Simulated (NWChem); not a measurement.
SnF2, singlet; SMILES [Sn]([F])[F]

```xyz
3

Sn     0.0000     0.0000     0.3456
F     -1.4491     0.0000    -0.9601
F      1.4491     0.0000    -0.9601
```
Atoms are numbered in this order, from 1.

Computed with NWChem. Low-valent species are run as closed-shell singlets; no triplet was tried in these runs. Coordinates come from a PBE0/def2-SVP optimisation. def2 effective core potentials on Sn; no spin-orbit coupling. Vertical excitations in the gas phase; the lowest state need not have the same character in each row.

For level B3LYP/def2-SVP, TDA:

| Quantity | Value |
|---|---|
| lowest excitation, singlet (eV) | 4.90 |
| oscillator strength of that lowest state | 0.119 |
| lowest triplet (eV) | 3.55 |
| orbital gap (eV) | 5.43 |

Question: What are these values for level PBE/def2-SVP, TDA?

Answer: The lowest excitation, singlet (eV) is 4.56 and the oscillator strength of that lowest state comes out as 0.078. The lowest triplet (eV) is 3.43. The orbital gap (eV) comes out as 3.90.
